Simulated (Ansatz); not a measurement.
Cost and result for the atomization energy of `B[S][GaH][SiH3]` (10 atoms, 9 bonds).

Cartesian coordinates in Å:
```
B 0.8233 1.9205 0.6275
S 2.1663 0.7897 0.3393
Ga 1.0738 -1.0630 -0.2766
Si -1.3326 -1.0087 -0.3710
H 1.1016 3.0266 0.9791
H -0.3177 1.5959 0.4780
H 2.0366 -2.2598 -0.5984
H -1.7913 0.0170 -1.3458
H -1.8610 -2.3332 -0.7979
H -1.8990 -0.6851 0.9659
```

The species carries charge 0 and has multiplicity 1. Correlated methods include outer-core shells of Ga, which these sets cover unevenly. Scalar relativity is left out up to krypton. Geometry: relaxed with PBE0-D4/def2-TZVP. It is one conformer, not always the lowest. Program: Ansatz. Hardware: A = 2 threads of an AMD EPYC 7R13 on a shared host; B = 2 threads of an AMD EPYC 7R13 on a shared host and a share of an NVIDIA H100 80 GB. Times are those of one run each, without the atoms' runs, and a repeat can differ threefold. Electronic energies, without spin–orbit coupling; frozen cores. CCSD(T)/CBS adds CCSD(T) − MP2 in def2-TZVPP to the MP2 limit, and its time is that of the two runs behind it. T1 = 0.014. With those shells the extrapolation isn't a true limit.

CCSD(T)/CBS is a level of theory with its own doubt, some kJ/mol a heavy atom from the limit and from the frozen cores, so smaller differences don't rank the functionals.

```tsv
level	functions	wall time
LDA (SPW92)/def2-TZVPP [A]	247	3.4 s
revPBE-D4/def2-TZVPP [A]	247	3.8 s
BLYP-D4/def2-TZVPP [A]	247	4 s
BHLYP-D4/def2-TZVPP [A]	247	6.5 s
CAM-B3LYP-D4/def2-TZVPP [A]	247	8.5 s
CCSD(T)/def2-SVP [A]	112	8.5 s
r2SCANh-D4/def2-TZVPP [A]	247	9.5 s
B2PLYP/def2-TZVPP [A]	247	10 s
PBE-QIDH/def2-TZVPP [A]	247	10 s
CCSD(T)/def2-TZVPP [B]	247	13 s
B97M-V/def2-TZVPP [A]	247	14 s
MP2/def2-QZVPP [B]	466	18 s
CCSD(T)/CBS(def2)	–	30 s
```

(1) What atomization energy does each give, and how far from CCSD(T)/CBS? (Estimate.)

Results:

(1) Ansatz gave: 
```tsv
level	atomization (kcal/mol)	difference from CCSD(T)/CBS	per bond
LDA (SPW92)/def2-TZVPP [A]	779.5	79.9	8.9
revPBE-D4/def2-TZVPP [A]	686.0	-13.6	-1.5
BLYP-D4/def2-TZVPP [A]	688.6	-11.0	-1.2
BHLYP-D4/def2-TZVPP [A]	691.0	-8.6	-1.0
CAM-B3LYP-D4/def2-TZVPP [A]	699.2	-0.4	0.0
CCSD(T)/def2-SVP [A]	658.9	-40.7	-4.5
r2SCANh-D4/def2-TZVPP [A]	702.8	3.2	0.4
B2PLYP/def2-TZVPP [A]	688.8	-10.8	-1.2
PBE-QIDH/def2-TZVPP [A]	696.4	-3.2	-0.4
CCSD(T)/def2-TZVPP [B]	685.1	-14.5	-1.6
B97M-V/def2-TZVPP [A]	708.9	9.3	1.0
MP2/def2-QZVPP [B]	694.2	-5.4	-0.6
CCSD(T)/CBS(def2)	699.6	0.0	0.0
```

At CCSD(T), def2-SVP lies −40.7 kcal/mol from the extrapolated value and def2-TZVPP −14.5 kcal/mol: correlation converges slowly with the basis, and small sets miss more of it in the bonded molecule than in its fragments. The D4 term adds +9.8 kcal/mol with B3LYP and +5.2 kcal/mol with PBE0; it sums over pairs of atoms, weighted by their polarisabilities, and B3LYP, whose exchange is more repulsive, gets the larger term. In def2-TZVPP, CCSD(T) changes the Hartree–Fock value by +150.3 kcal/mol (the triples alone add +8.4 kcal/mol) and MP2 by +150.9 kcal/mol; breaking electron pairs costs correlation energy, which Hartree–Fock lacks.

B3LYP here is the variant with VWN-RPA as its local correlation; programs differ in this.
